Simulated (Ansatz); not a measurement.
Reactions of `F[CH]([GeH3])CCl`.

Calculated with Ansatz (gas phase, PBE0-D4/def2-TZVP geometries, no zero-point term in ΔE). CCSD(T)/CBS adds triple-zeta CCSD(T) − MP2 to the extrapolated MP2 energy (def2 sets, frozen cores). This one scheme is used for every species. Functionals use def2-TZVPP. B3LYP here is the variant with VWN-RPA as its local correlation; programs differ in this. For Br, Ge outer-core shells are correlated without core-valence functions, which leaves a few kJ/mol of doubt a bond. Scalar relativity is left out up to krypton. One conformer a species, not always the lowest.

| reaction | CCSD(T)/CBS(def2) (kcal/mol) |
| --- | --- |
| `F[CH]([GeH3])CCl` → `C[CH2][GeH]([F])[Cl]` | -73.3 |
| `F[CH]([GeH3])CCl` → `C[C](F)(Cl)[GeH3]` | -4.5 |
| `F[CH]([GeH3])CCl` + HBr → `F[CH]([GeH3])Br` + `CCl` | 6.0 |
| `F[CH]([GeH3])CCl` + H₂ → `FCCCl` + GeH₄ | ? |

(1) Fill in the missing values. (An estimate is asked.)

Largest T1 diagnostic: 0.012, for GeH₄.

Results:

(1) The calculation gave: `F[CH]([GeH3])CCl` + H₂ → `FCCCl` + GeH₄: -11.8 kcal/mol.
